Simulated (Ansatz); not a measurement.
One change: `BOCF` becomes `BO[SiH2]F`.

Ansatz, PBE0-D4/def2-TZVP geometries, multiplicity 1. Each molecule was computed in one conformer, which needn't be the lowest.

```tsv
property	`BOCF`
HOMO–LUMO gap (B3LYP/def2-TZVPP) / eV	7.84
HOMO–LUMO gap (PBE0/def2-TZVPP) / eV	8.30
HOMO–LUMO gap (ωB97M-V/def2-TZVPP) / eV	12.57
zero-point energy (PBE0-D4/def2-TZVP) / kJ/mol	150.1
HOMO energy (PBE/def2-TZVPP) / eV	-7.55
ideal-gas entropy at 298 K and 1 bar (rigid rotor, harmonic PBE0-D4/def2-TZVP) / J/(mol·K)	289
```

What does the change do to each property? (Best estimate.)

The calculation gave: 
| property | `BO[SiH2]F` | shift |
| --- | --- | --- |
| HOMO–LUMO gap (B3LYP/def2-TZVPP) / eV | 7.41 | -0.43 |
| HOMO–LUMO gap (PBE0/def2-TZVPP) / eV | 7.85 | -0.45 |
| HOMO–LUMO gap (ωB97M-V/def2-TZVPP) / eV | 12.13 | -0.44 |
| zero-point energy (PBE0-D4/def2-TZVP) / kJ/mol | 121.4 | -28.7 |
| HOMO energy (PBE/def2-TZVPP) / eV | -7.27 | 0.28 |
| ideal-gas entropy at 298 K and 1 bar (rigid rotor, harmonic PBE0-D4/def2-TZVP) / J/(mol·K) | 314 | 25 |

With PBE0 the HOMO rises by 0.34 eV and the LUMO falls by 0.11 eV, so the gap narrows by about 0.45 eV. PBE moves the HOMO by 0.28 eV and ωB97M-V by 0.35 eV. Modes under 60 cm⁻¹, often nearly free rotors, make the harmonic entropy too high.

B3LYP here is the variant with VWN-RPA as its local correlation; programs differ in this.
